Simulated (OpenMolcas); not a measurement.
## Levels of Co VIII by method

- Program: OpenMolcas
- Basis: ANO-RCC-VTZP [6s5p3d2f1g]
- Scalar Hamiltonian: DKH2, point nucleus
- Active space: 2 electrons in 10 orbitals (3d 4d)
- State averaging: 2S+1 = 3 even, 10 roots; 2S+1 = 1 even, 15 roots
- Spin-orbit coupling: RASSI with atomic mean-field integrals over the reference wave functions, term energies averaged over their components

Methods on the same reference wave functions:
A. CASSCF
B. SS-CASPT2, IPEA 0.25 Eh, imaginary shift 0.1 Eh (closed shells correlated: 3s 3p)
C. XMS-CASPT2, IPEA 0.25 Eh, imaginary shift 0.1 Eh (closed shells correlated: 3s 3p)

Energies in cm⁻¹ above 3d² ³F₂, the measured ground level; measured values from Sugar and Corliss, J. Phys. Chem. Ref. Data 10, 1097 (1981).

```csv
Level,A,B,C,Measured
3d² ³F₂,0.0,0.0,0.0,0.0
3d² ³F₃,1371,1385,1381,1430
3d² ³F₄,3075,3090,3080,3144
3d² ¹D₂,23083,19530,20410,19624
3d² ³P₀,26432,22670,23120,22304
3d² ³P₁,26936,23180,23630,22839
3d² ³P₂,28122,24380,24860,24055
3d² ¹G₄,35248,32790,33250,32360
3d² ¹S₀,84317,76790,77960,74247
```

Deviations, from unrounded energies. A percentage is the sum of absolute deviations over the sum of measured energies, with the sign that they share, or ± where signs differ.

| Against measurement | Levels | A | B | C |
| --- | --- | --- | --- | --- |
| mean absolute deviation (cm-1) | 8 | 3600 | 530 | 990 |
| fine structure of the ground term (%) | 2 | -2.8 | -2.2 | -2.4 |
| other terms of the ground configuration (%) | 6 | +14.7 | ±2.1 | +4.0 |

B lies closest to measurement on these levels and A furthest from it. The largest miss of B in the table is 3d² ¹S₀, by +2500 cm-1. The ranking rests on the paired levels alone, and a cruder setting can come out closer through cancelling errors.

Between B and C the level of the table that moves most is 3d² ¹S₀, by 1200 cm-1 (lowest in B, highest in C). Moves below CASPT2's spread within the term are not significant.

The mean deviations of B to C differ by less than CASPT2's widest spread within a term (770 cm-1), so their order carries little weight.

From A to B the spin-free energies of the other terms of 3d² shown, above ³F, scale by factors of 0.83 to 0.93, as is usual when dynamic correlation screens the repulsion within a d or f shell.

The lowest spin-free term lies below A's lowest term by 0.260 hartree in B, 0.266 hartree in C.

CASPT2 breaks the degeneracy within a term, and the mean is taken; among the terms shown or strongly mixed into the levels shown the widest spread is 770 cm-1 (3d² ³F, C). Active for correlation alone: 4d; no level in the range computed is led by a configuration that fills it, so any true level of that kind is missing. Without dynamic correlation excited terms often stand tens of per cent too high (terms of higher spin than the ground term too low), and those without a measured partner can miss by more than the paired ones (holds for A). Measured partners are found by configuration, term and J. A level has none where our copy of the source lacks it or the pairing is in doubt (some pairs that miss far off the trend of their configuration count as doubtful), and it then counts in no deviation. Levels of configurations outside the active space are missing.
